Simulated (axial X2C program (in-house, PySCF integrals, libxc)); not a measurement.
Nuclear properties of SnCl

Computed with an axial X2C code built on PySCF integrals: two-component X2C with atomic mean-field Coulomb and Gaunt terms, Gaussian nuclei, basis Sn dyall-cv3z, Cl dyall-av3z with contracted cores.

R = 2.383 Å (near the PBE0 minimum at charge 0 of the determinant lowest at the starting distance; the state shown can have its own minimum elsewhere).

Input and command:
```json
{"zs": [50, 17], "q": 0, "bas": ["dyall-cv3z", "dyall-av3z"], "r0": 2.39, "levels": ["PBE0", "HF", "PBE50", "TPSSh", "BP86"], "nst": 3}
```
```bash
python soeom.py task.json out
```

Keys: zs atomic numbers; q charge; bas basis sets; r0 starting distance in Å; levels methods; nst determinants followed.

Determinant lowest in the PBE0 search, Ω = 1/2 (⟨Sz⟩ = -0.50, ⟨Lz⟩ = 1.00 at PBE0), spin on the atoms Sn -0.50, Cl 0.00:

| level | Eeff magnitude (GV/cm) | Ws magnitude Sn (kHz) | A∥/gI Sn (MHz) | qzz Sn (a.u.) | A∥/gI Cl (MHz) | qzz Cl (a.u.) | μ (D) |
| --- | --- | --- | --- | --- | --- | --- | --- |
| PBE0 | 0.72 | 0.75 | 2750 | -0.60 | 129 | 1.38 | -2.73 |
| HF | 0.167 | 0.259 | 2540 | -0.78 | 80.4 | 1.38 | -2.98 |
| PBE50 | 0.605 | 0.623 | 2730 | -0.63 | 110 | 1.42 | -2.88 |
| TPSSh | 0.608 | 0.627 | 2720 | -0.50 | 133 | 1.34 | -2.63 |
| BP86 | 0.82 | 0.864 | 2750 | -0.52 | 151 | 1.31 | -2.50 |

Determinant 0.30 eV from it at PBE0 and this distance, Ω = 3/2 (⟨Sz⟩ = 0.50, ⟨Lz⟩ = 1.00 at PBE0), spin on the atoms Sn 0.51, Cl -0.01:

```tsv
level	Eeff magnitude (GV/cm)	Ws magnitude Sn (kHz)	A∥/gI Sn (MHz)	qzz Sn (a.u.)	A∥/gI Cl (MHz)	qzz Cl (a.u.)	μ (D)
PBE0	1.24	0.49	260	-1.12	33	1.39	-2.60
HF	4.4	1.72	269	-1.33	29.8	1.40	-2.87
PBE50	1.77	0.696	279	-1.17	30.4	1.44	-2.76
TPSSh	1.13	0.445	259	-1.00	36	1.34	-2.50
BP86	0.836	0.332	255	-1.01	37.8	1.31	-2.36
```

Eeff is the effective electric field on the electron electric dipole moment in this Ω state and Ws the scalar–pseudoscalar constant of the nucleus named (defined with the proton number Z and per Ω); A∥ (defined per Ω) follows by multiplying with gI = μI/(I μN); qzz is the electric field gradient, eQq0 = 234.96 MHz × Q/barn × qzz; μ is positive if the Cl end (last atom) is positive. The operators were transformed with the bare-nucleus X2C matrices; with these basis sets, hyperfine constants and field gradients can be off by tens of per cent, and where levels differ in sign neither size nor sign is settled.

**Question.** With gI(119Sn) = -2.0946, gI(35Cl) = 0.5479, Q(35Cl) = -0.08112 barn (g factors from the IAEA table of nuclear moments by Stone; Q from Pyykkö, Mol. Phys. 2018), turn the PBE0 values of the first state into constants in MHz.

**Answer.** A∥(119Sn) = 2750 × -2.0946 = -5760 MHz; A∥(35Cl) = 129 × 0.5479 = 70.7 MHz; eQq0(35Cl) = 234.96 × (-0.08112) × (1.38) = -26.3 MHz.

Each state is one determinant with collinear spin. Unrestricted Hartree–Fock can overshoot spin polarisation at the nuclei. In the state Ω = 1/2 the sign of Eeff differs between levels (HF against PBE0). Where Eeff spreads by more than a factor of two the levels disagree and none is to be relied on. The search compared states at one distance, so a state with another bond length can lie lower. The sign of Ws at Sn differs between levels in the first state. PBE0 term energies can be off by some tenths of an eV.
